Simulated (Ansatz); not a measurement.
Reactions of C$_{2}$H$_{6}$BClO$_{2}$ (`COB(Cl)OC`).

Computed with Ansatz on PBE0-D4/def2-TZVP structures; ΔE is electronic, products minus reactants. CCSD(T)/CBS is the MP2 limit (def2-TZVPP, def2-QZVPP) plus CCSD(T) − MP2 in def2-TZVPP, frozen cores. This one scheme is used for every species. Open shells (•) are unrestricted, without spin–orbit coupling. For Sc outer-core shells are correlated without core-valence functions, which leaves a few kJ/mol of doubt a bond. Scalar relativity is left out up to krypton. One conformer a species, not always the lowest.

**Question.** Order these by ΔE at CCSD(T)/CBS, lowest first. (Estimate.)
A. `COB(Cl)OC` → `COBCl` + `C=O`
B. `COB(Cl)OC` + BH₃ → `BB(Cl)OC` + CH₃OH
C. `COB(Cl)OC` → `[CH2]` (triplet) + `COB(O)Cl`
D. `COB(Cl)OC` + H₂S → `COB(S)OC` + HCl
E. `COB(Cl)OC` + H₂ → `COBCl` + CH₃OH
F. `COB(Cl)OC` + `[NH]1[AlH][SiH2]1` → `C[N]1[AlH][SiH2]1` + `COB(O)Cl`
G. `COB(Cl)OC` → `CO[B]Cl`• + `C[O]`•
H. `COB(Cl)OC` + `[OH][Sc]([OH])[OH]` → `C[O][Sc]([OH])[OH]` + `COB(O)Cl`

**Answer.** F (-19.3 kJ/mol), H (-2.1 kJ/mol), D (+23.7 kJ/mol), E (+107.7 kJ/mol), B (+143.1 kJ/mol), A (+232.7 kJ/mol), C (+382.9 kJ/mol), G (+590.8 kJ/mol).

Largest T1 diagnostic: 0.019, for `C[O]`•.
